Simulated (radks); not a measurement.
Values are calculated unless marked as measured or tabulated.
Q: The mean radii <r> (bohr) of the occupied orbitals of an atom or ion are listed with their occupations. Code: a radial shooting solver on a logarithmic mesh with Libxc functionals. Model: Dirac Kohn-Sham, PBE, spin-unpolarised, spherical densities, finite nucleus; Fermi nuclear charge, rms radius of each element as measured or else 0.836 A^(1/3) + 0.57 fm.

orbital  occ.      <r>
1s1/2       2  0.02074
2s1/2       2  0.08755
2p1/2       2  0.07291
2p3/2       4  0.08008
3s1/2       2   0.2295
3p1/2       2   0.2192
3p3/2       4   0.2327
3d3/2       4   0.2054
3d5/2       6   0.2096
4s1/2       2   0.5167
4p1/2       2   0.5258
4p3/2       4   0.5559
4d3/2       4   0.5827
4d5/2       6   0.5930
5s1/2       2    1.202
5p1/2       2    1.313
5p3/2       4    1.391
4f5/2       6   0.7108
4f7/2       2   0.7187
6p1/2       2    3.124

Name the element and its charge. Open shells, if any, fill j = l - 1/2 first.

A: Z = 67, holmium, charge +3: Ho3+ in [Xe] 4f8 6p2. The 1s radius gives Z: for a bare nucleus <r> = (2 gamma + 1)/(2Z) with gamma = sqrt(1 - (Z/c)^2), 0.02048 bohr for Z = 67, and screening makes it slightly larger (0.02074 here). The occupations add up to 64, and the charge is Z minus that.
